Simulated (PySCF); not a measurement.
Identify the unknown among the candidates.

All candidates are C4H9NSi.

| technique | computed result |
| --- | --- |
| Polarisability | 83.2 au [CAM-B3LYP/def2-SVPD] |
| NMR, other nuclei | isotropic shieldings of nuclei other than C and H, by class: -114 (1 N), 421 (1 Si) ppm [GIAO PBE0/pcSseg-1] |
| 13C NMR | chemical shifts (computed TMS as zero) by class: 167.9 (1 C), 148.4 (1 C), 139.7 (1 C), 42.5 (1 C) ppm [GIAO PBE0/pcSseg-1] |
| Rotational structure | rotational constants A, B, C: 4.913, 1.696, 1.502 GHz [GFN2-xTB] |
| 1H NMR | chemical shifts (computed TMS as zero) by class: 8.33 (1 H), 6.20 (1 H), 5.86 (1 H), 4.18 (3 H), 3.69 (3 H) ppm [GIAO PBE0/pcSseg-1] |
| Triplet | lowest triplet excitation (Tamm–Dancoff): 3.90 eV [TDA CAM-B3LYP/def2-SVPD] |

The electronic properties come from PySCF, for the isolated species, density fitting. Levels stand in brackets. One conformer (not necessarily the lowest) at the GFN2-xTB geometry, without solvent, vibrations or thermal averaging. NMR classes are plain means over equivalent atoms (diastereotopic ones count apart unless rotation or inversion swaps them), as if these changed places fast.

Question: Which candidate is it?
A. `[H]/N=C\C[C@@H]1C[SiH2]1`
B. `[SiH3]/N=C/C1CC1`
C. `CC1=N[Si@@H](C)C1`
D. `C[C@H]([SiH3])CC#N`
E. `C=C([SiH3])/C=N\C`

Answer: E. It is `C=C([SiH3])/C=N\C`. Numbering: `[CH2:1]=[C:2]([SiH3:3])/[CH:4]=[N:5]\[CH3:6]`. Its formula, C4H9NSi, gives 2 degrees of unsaturation: 0 rings and 2 π bonds in the structure found. 4 carbons fall into 4 classes; from least to most shielded: imine carbon [C4] (167.9 ppm), fully substituted alkene carbon [C2] (148.4 ppm), terminal =CH2 carbon [C1] (139.7 ppm), N-methyl carbon [C6] (42.5 ppm). Hydrogen classes from least to most shielded: 1 H on an imine carbon, C4 (8.33 ppm), 1 H on a terminal =CH2 carbon, C1 (6.20 ppm), 1 H on a terminal =CH2 carbon, C1 (5.86 ppm), 3 H on an SiH3 silicon, Si3 (4.18 ppm), 3 H on an N-methyl carbon, C6 (3.69 ppm). The other shieldings belong to: -114 ppm, imine nitrogen [N5]; 421 ppm, SiH3 silicon [Si3]. The optimised geometry has point group C1 and is an asymmetric top.

The others, at the same levels:
- `[H]/N=C\C[C@@H]1C[SiH2]1` fails: its computed 13C shifts are 178.6 (1 C), 50.7 (1 C), 8.0 (1 C), 1.0 (1 C) ppm, 1H shifts are 10.64 (1 H), 7.89 (1 H), 2.73 (1 H), 2.54 (1 H), 2.50 (1 H), 1.59 (1 H), 0.91 (1 H), 0.89 (1 H), 0.24 (1 H) ppm and rotational constant A is 7.052 GHz (against 4.913 GHz).
- `C[C@H]([SiH3])CC#N` fails: its computed 13C shifts are 124.1 (1 C), 22.5 (1 C), 18.7 (1 C), 18.3 (1 C) ppm, 1H shifts are 3.78 (3 H), 2.45 (1 H), 1.86 (1 H), 1.36 (3 H), 1.28 (1 H) ppm and rotational constant A is 6.486 GHz (against 4.913 GHz).
- `[SiH3]/N=C/C1CC1` fails: it has 3 carbon classes against 4; its computed 13C shifts are 183.4 (1 C), 26.4 (1 C), 8.0 (2 C) ppm, 1H shifts are 7.72 (1 H), 4.95 (3 H), 1.80 (1 H), 0.94 (2 H), 0.70 (2 H) ppm and rotational constant A is 13.045 GHz (against 4.913 GHz).
- `CC1=N[Si@@H](C)C1` fails: its computed 13C shifts are 207.2 (1 C), 31.6 (1 C), 30.5 (1 C), -1.0 (1 C) ppm, 1H shifts are 5.31 (1 H), 2.36 (3 H), 2.30 (1 H), 2.15 (1 H), 0.43 (3 H) ppm and rotational constant A is 7.118 GHz (against 4.913 GHz).

Each candidate is one conformer, not necessarily the lowest. Dipoles, sizes and rotational constants follow the conformer. The torsions of the flexible species, by atom-mapped SMILES:
- `[CH2:1]=[C:2]([SiH3:3])/[CH:4]=[N:5]\[CH3:6]`: C1–C2–C4–N5 65°
- `[H]/[N:1]=[CH:2]\[CH2:3][C@@H:4]1[CH2:5][SiH2:6]1`: N1–C2–C3–C4 126°, C2–C3–C4–C5 160°
- `[CH3:1][C@H:2]([SiH3:3])[CH2:4][C:5]#[N:6]`: C1–C2–C4–C5 -64°
- `[SiH3:1]/[N:2]=[CH:3]/[CH:4]1[CH2:5][CH2:6]1`: N2–C3–C4–C5 -146°
